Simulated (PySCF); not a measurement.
**Frontier orbitals and the lowest excitations**

C5H10O2Si.
Geometry (PBE0-D3(BJ)/def2-SVP, Å), atoms numbered from 1 in this order:
```xyz
18
C5H10O2Si angstrom
C     -1.4668    1.4896   -1.2146
C     -1.5034    0.6782   -0.1570
C     -1.0669   -0.7561   -0.1594
C      0.2980   -0.9451    0.4966
C      1.4263   -0.4294   -0.3545
O      1.3827   -0.2859   -1.5524
O      2.5374   -0.1656    0.3397
Si     3.8830    0.3990   -0.5732
H     -1.7779    2.5352   -1.1421
H     -1.1128    1.1347   -2.1873
H     -1.8439    1.0771    0.8078
H     -1.8047   -1.3700    0.3821
H     -1.0160   -1.1341   -1.1915
H      0.5081   -2.0162    0.6665
H      0.3589   -0.4670    1.4862
H      4.9205    0.6068    0.4717
H      3.5540    1.6848   -1.2414
H      4.3247   -0.6379   -1.5422
```

Computed, not measured: TDDFT CAM-B3LYP/def2-SVPD, vertical, gas phase, core orbitals frozen in the response in PySCF 2.14.0, density-fitted response routines.

Frontier orbitals with the atoms that hold most of them (Löwdin shares over 4%, at most four atoms; ? is withheld):

```tsv
orbital	ε (eV)	atoms
HOMO-3	-10.96	C2 20%, C3 17%, C1 13%, H11 9%
HOMO-2	-10.67	O7 36%, O6 22%, Si8 16%, H18 10%
HOMO-1	-9.79	?
HOMO	-8.84	C1 38%, C2 36%, C3 7%
LUMO	0.86	?
LUMO+1	1.06	Si8 25%, C5 16%, O7 12%, O6 12%
LUMO+2	1.27	Si8 50%, H18 10%, H16 10%, H17 8%
```

(1) Which atoms hold the LUMO, and with what shares?

(2) Give the leading atoms of the HOMO-1.

(3) How does S1 compare with the orbital gap of 9.70 eV?

Results:

(1) C5 (bonded to C and 2 O) 16%; Si8 (bonded to O and 3 H) 12%; O6 (bonded to C) 10%; C4 (bonded to 2 C and 2 H) 10%. By element: carbon 26% or more, silicon 12%, oxygen 10% or more.

(2) O6 (bonded to C) 64%; O7 (bonded to C and Si) 10%; C4 (bonded to 2 C and 2 H) 9%; C5 (bonded to C and 2 O) 8%. By element: oxygen 74%, carbon 16% or more.

(3) S1 is at 5.91 eV (f = 0.0003), 3.78 eV below the gap, made of HOMO-1→LUMO+1 (34%), HOMO-1→LUMO (34%), HOMO-1→LUMO+3 (14%). Its leading pair isn't HOMO and LUMO; the energies of that pair differ by 10.85 eV. 

Next come S2 at 7.03 eV (f 0.068), HOMO→LUMO (69%), HOMO→LUMO+1 (22%); S3 at 7.35 eV (f 0.130), HOMO→LUMO+3 (41%), HOMO→LUMO+1 (17%), HOMO→LUMO+4 (14%); S4 at 7.45 eV (f 0.160), HOMO→LUMO+4 (43%), HOMO→LUMO+3 (40%); S5 at 7.74 eV (f 0.039), HOMO-1→LUMO (42%), HOMO-1→LUMO+1 (32%).

One conformer stands for the species.
